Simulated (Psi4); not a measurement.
cyanoethylene (C3H3N), singlet, at a GFN2-xTB geometry; MP2/def2-SVP (Psi4).

Input for Psi4:
```
memory 2 GB

molecule {
0 1
  C    -0.18079014   -1.61580414    0.00036893
  C     0.56661727   -0.51823197   -0.00249564
  C     0.00984574    0.77832356    0.00014554
  H    -1.25731398   -1.56538366    0.00488629
  H     0.26122400   -2.59764951   -0.00171648
  H     1.64864793   -0.55402136   -0.00703253
  N    -0.43237074    1.83590426    0.00224997
}

set basis def2-svp

energy('mp2')
print_variables()
```

Task: Write the output that Psi4 gives for this input, abridged.

Result: 
```
    SCF Algorithm Type (re)set to DF.

   => Loading Basis Set <=

    Name: DEF2-SVP
    Role: ORBITAL
    Keyword: BASIS

         ---------------------------------------------------------
                                   SCF
               by Justin Turney, Rob Parrish, Andy Simmonett
                          and Daniel G. A. Smith
                              RHF Reference
         ---------------------------------------------------------

  ==> Geometry <==

    Molecular point group: c1
    Full point group: C1

    Geometry (in Angstrom), charge = 0, multiplicity = 1:

       Center              X                  Y                   Z               Mass
    ------------   -----------------  -----------------  -----------------  -----------------
         C           -0.168555121814    -1.704170949901     0.000296522676    12.000000000000
         C            0.578852288186    -0.606598779901    -0.002568047324    12.000000000000
         C            0.022080758186     0.689956750099     0.000073132676    12.000000000000
         H           -1.245078961814    -1.653750469901     0.004813882676     1.007825032230
         H            0.273459018186    -2.686016319901    -0.001788887324     1.007825032230
         H            1.660882948186    -0.642388169901    -0.007104937324     1.007825032230
         N           -0.420135721814     1.747537450099     0.002177562676    14.003074004430

  Running in c1 symmetry.

  Rotational constants: A =      1.68876  B =      0.16949  C =      0.15403 [cm^-1]
  Rotational constants: A =  50627.89846  B =   5081.19111  C =   4617.73886 [MHz]
  Nuclear repulsion =   90.989644817527633

  Charge       = 0
  Multiplicity = 1
  Electrons    = 28
  Nalpha       = 14
  Nbeta        = 14

  ==> Algorithm <==

  SCF Algorithm Type is DF.
  DIIS enabled.
  MOM disabled.
  Fractional occupation disabled.
  Guess Type is SAD.
  Energy threshold   = 1.00e-08
  Density threshold  = 1.00e-08
  Integral threshold = 1.00e-12

  ==> Primary Basis <==

  Basis Set: DEF2-SVP
    Blend: DEF2-SVP
    Number of shells: 33
    Number of basis functions: 71
    Number of Cartesian functions: 75
    Spherical Harmonics?: true
    Max angular momentum: 2

   => Loading Basis Set <=

    Name: (DEF2-SVP AUX)
    Role: JKFIT
    Keyword: DF_BASIS_SCF

  ==> Integral Setup <==

  SCF_SUBTYPE=INCORE selected. In-core MEM_DF algorithm will be used.
  Using in-core AOs.

  ==> MemDFJK: Density-Fitted J/K Matrices <==

[...]
  @DF-RHF Final Energy:  -169.63636903419865
    Total Energy =                       -169.6363690341986512
[...]

  //>>>>>>>>>>>>>>>>>>>>>>>>>>>>>>>>>>>//
  //               DFMP2               //
  //<<<<<<<<<<<<<<<<<<<<<<<<<<<<<<<<<<<//

   => Loading Basis Set <=

    Name: (DEF2-SVP AUX)
    Role: RIFIT
    Keyword: DF_BASIS_MP2

	 --------------------------------------------------------
	                          DF-MP2
	      2nd-Order Density-Fitted Moller-Plesset Theory

	        Rob Parrish, Justin Turney, Andy Simmonett,
	           Ed Hohenstein, and C. David Sherrill
	 --------------------------------------------------------

   => Auxiliary Basis Set <=

  Basis Set: (DEF2-SVP AUX)
    Blend: DEF2-SVP-RI
    Number of shells: 82
    Number of basis functions: 234
    Number of Cartesian functions: 265
    Spherical Harmonics?: true
    Max angular momentum: 3

	 --------------------------------------------------------
	                 NBF =    71, NAUX =   234
	 --------------------------------------------------------
	   CLASS    FOCC     OCC    AOCC    AVIR     VIR    FVIR
	   PAIRS       0      14      14      57      57       0
	 --------------------------------------------------------

	-----------------------------------------------------------
	 ==================> DF-MP2 Energies <====================
	-----------------------------------------------------------
	 Reference Energy          =    -169.6363690341986512 [Eh]
	 Singles Energy            =      -0.0000000000000000 [Eh]
	 Same-Spin Energy          =      -0.1388047531560243 [Eh]
	 Opposite-Spin Energy      =      -0.4105942402833742 [Eh]
	 Correlation Energy        =      -0.5493989934393986 [Eh]
	 Total Energy              =    -170.1857680276380620 [Eh]
	-----------------------------------------------------------
	 ================> DF-SCS-MP2 Energies <==================
	-----------------------------------------------------------
	 SCS Same-Spin Scale       =       0.3333333333333333 [-]
	 SCS Opposite-Spin Scale   =       1.2000000000000000 [-]
	 SCS Same-Spin Energy      =      -0.0462682510520081 [Eh]
	 SCS Opposite-Spin Energy  =      -0.4927130883400490 [Eh]
	 SCS Correlation Energy    =      -0.5389813393920571 [Eh]
	 SCS Total Energy          =    -170.1753503735907032 [Eh]
	-----------------------------------------------------------

  Variable Map:
  ----------------------------------------------------------------------------
[...]
  Array Variable Map:
  ----------------------------------------------------------------------------
[...]
[...]
```
